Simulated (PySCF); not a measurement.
**Atomic charges by several schemes**

C5H10O2.
Geometry (GFN2-xTB, Å), atoms numbered from 1 in this order:
```
atom  x, y, z in Å
C1     0.4929    0.8197   -1.5966
C2     0.2498   -0.0089   -0.5900
C3    -0.8674   -1.0179   -0.5919
C4    -1.9169   -0.6828    0.4808
O5    -1.4666   -0.9463    1.7824
O6     0.9410   -0.0552    0.5934
C7     1.9867    0.8648    0.7899
H8    -0.1128    0.7833   -2.4819
H9     1.2855    1.5449   -1.5910
H10   -1.3389   -1.0340   -1.5730
H11   -0.4620   -2.0084   -0.3738
H12   -2.8062   -1.3024    0.3369
H13   -2.2103    0.3746    0.3790
H14   -0.5633   -0.6059    1.8499
H15    2.3702    0.6736    1.7909
H16    1.6246    1.8958    0.7268
H17    2.7865    0.7169    0.0583
```

Density: PBE0/pcSseg-1 (PySCF); schemes: Mulliken, IAO, Hirshfeld and ESP-fitted. Isolated species at its GFN2-xTB geometry (one conformer only).

Task: Give the atomic charges in each scheme.

Result: In e:

```
atom                    environment  Mulliken     IAO  Hirshfeld  ESP-fitted
  C1           terminal =CH2 carbon    -0.193  -0.435     -0.160      -0.736
  C2  vinylic carbon bearing oxygen    +0.021  +0.209     +0.080      +0.467
  C3                 allylic carbon    -0.190  -0.291     -0.081      -0.513
  C4         carbinol carbon (C–OH)    +0.079  -0.038      0.000      +0.381
  O5                 alcohol oxygen    -0.463  -0.561     -0.247      -0.674
  O6                   ether oxygen    -0.518  -0.333     -0.083      -0.266
  C7                 methoxy carbon    -0.033  -0.208     -0.030      -0.191
  H8               vinylic hydrogen    +0.117  +0.159     +0.044      +0.237
  H9               vinylic hydrogen    +0.112  +0.147     +0.037      +0.227
 H10             methylene hydrogen    +0.122  +0.150     +0.052      +0.147
 H11             methylene hydrogen    +0.140  +0.155     +0.043      +0.150
 H12             methylene hydrogen    +0.115  +0.145     +0.044      +0.039
 H13             methylene hydrogen    +0.097  +0.116     +0.025      -0.032
 H14              hydroxyl hydrogen    +0.235  +0.343     +0.126      +0.406
 H15                methyl hydrogen    +0.131  +0.165     +0.057      +0.130
 H16                methyl hydrogen    +0.113  +0.138     +0.045      +0.115
 H17                methyl hydrogen    +0.116  +0.140     +0.047      +0.112
```

Mean size of the charges over all atoms: ESP-fitted 0.284 e, IAO 0.220 e, Mulliken 0.164 e, Hirshfeld 0.071 e. Each set sums to the total charge, 0, to within 0.001 e. The ESP scheme fits charges at the nuclei, held to the total charge, to the electrostatic potential on points at 1.4 to 2.0 times the van der Waals radii. The IAO scheme projects the occupied orbitals on a minimal set of polarised atomic orbitals and counts the electrons in each atom's part of it.

Lowest charge. The schemes don't all agree: Mulliken O6 (-0.518); IAO O5 (-0.561); Hirshfeld O5 (-0.247); ESP-fitted C1 (-0.736).

Highest charge. The schemes don't all agree: Mulliken H14 (+0.235); IAO H14 (+0.343); Hirshfeld H14 (+0.126); ESP-fitted C2 (+0.467).

Task: How closely do the schemes follow one another over all atoms?

Result: Correlation coefficient and root-mean-square difference: IAO with Hirshfeld 0.97, 0.167 e; Hirshfeld with ESP-fitted 0.91, 0.271 e; IAO with ESP-fitted 0.90, 0.163 e; Mulliken with IAO 0.90, 0.112 e; Mulliken with Hirshfeld 0.87, 0.137 e; Mulliken with ESP-fitted 0.77, 0.231 e.

Task: How many electrons does the IAO scheme count on O6?

Result: Z − q = 8 − (-0.333) = 8.333.

Task: Sum the charges by element.

Result: 
```json
{"element": "C", "atoms": "5", "Mulliken": "-0.316", "IAO": "-0.764", "Hirshfeld": "-0.190", "ESP-fitted": "-0.592"}
{"element": "O", "atoms": "2", "Mulliken": "-0.981", "IAO": "-0.894", "Hirshfeld": "-0.329", "ESP-fitted": "-0.939"}
{"element": "H", "atoms": "10", "Mulliken": "+1.298", "IAO": "+1.658", "Hirshfeld": "+0.520", "ESP-fitted": "+1.531"}
```
